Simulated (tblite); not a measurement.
A tight-binding relaxation on `PBP[SiH2]c1cccs1`.

Computed with GFN2-xTB geometry optimisation, gas phase (tblite 0.8.0). Start geometry: from a force field or distance geometry. The command runs a driver script over a list of jobs; the input below is this job's line of settings and its coordinates in Å.

Command:
```bash
OMP_NUM_THREADS=1 python probes_run.py task.json out
```

Input:
```
{"job": {"kind": "relax", "xc": "GFN2-xTB", "basis": "xTB"}, "charge": 0, "multiplicity": 1}
P      4.658800    -0.103400    -0.067700
B      2.958500     0.445400     0.684000
P      1.410500    -0.728100     0.726400
Si     0.287300    -0.282700    -1.121700
C     -1.532500    -0.138400    -0.851300
C     -2.162300     0.660000     0.030300
C     -3.507000     0.619500     0.047100
C     -4.087900    -0.230500    -0.836200
S     -2.690400    -0.880100    -1.600500
H      5.045000     0.909800    -1.053900
H      4.630500    -1.433600    -0.602400
H      2.693200     1.601300     0.569300
H      1.819700    -2.117700     0.751400
H      0.511400    -1.425200    -2.028400
H      0.829000     0.951900    -1.707700
H     -1.587800     1.323400     0.731900
H     -4.119600     1.231300     0.744500
H     -5.165300    -0.396300    -0.956400
```

Output:
```
step      E/eV     max force
  0    -660.49038    8.781
  1    -661.59741    2.169
  2    -661.93644    1.721
  3    -662.24025    1.252
  4    -662.38795    1.255
  5    -662.48569    0.757
  6    -662.53562    0.536
  7    -662.55903    0.358
  8    -662.57434    0.315
  9    -662.58634    0.360
... (140 lines left out)
150    -662.73934    0.022
151    -662.73939    0.014
152    -662.73942    0.014
153    -662.73945    0.013
154    -662.73948    0.012
155    -662.73951    0.012
156    -662.73954    0.010
157    -662.73957    0.010
158    -662.73960    0.010
159    -662.73961    0.008
```

«max force» is the largest atomic force in eV/Å.

Q: From which step on does the largest force stay under 0.1 eV/Å, and how much energy is left to gain from there?

A: From step 74 (0.070 eV/Å), 26.3 meV above the end.

Main results: energy lowered by 51.9 kcal/mol over 159 steps; largest atomic force 0.008 eV/Å at the end.

Q: Give the final coordinates.

A: 0.678 Å rms from the input after alignment:
```
atom  x, y, z in Å
P1     4.6549    0.0165    0.4503
B2     2.9612    0.6763   -0.0030
P3     1.3959   -0.0971    0.5877
Si4    0.2227   -0.3317   -1.3017
C5    -1.5697   -0.0891   -0.8304
C6    -2.1310    0.2033    0.3798
C7    -3.5341    0.3306    0.3381
C8    -4.0332    0.1332   -0.9098
S9    -2.7977   -0.2128   -2.0518
H10    5.3404    0.3170   -0.7096
H11    4.5057   -1.3258    0.1547
H12    2.8852    1.7488   -0.4736
H13    1.7736   -1.4134    0.7767
H14    0.4365   -1.6688   -1.8770
H15    0.6199    0.6645   -2.3061
H16   -1.5424    0.3237    1.2731
H17   -4.1422    0.5599    1.1949
H18   -5.0546    0.1711   -1.2335
```

On one thread of an Intel Xeon at 2.50 GHz, shared host with 64 logical CPUs at a one-minute load of 60, this took 12 s wall, 7.2 s CPU.
Labels such as C1 count atoms from 1, the log's own numbers from 0.
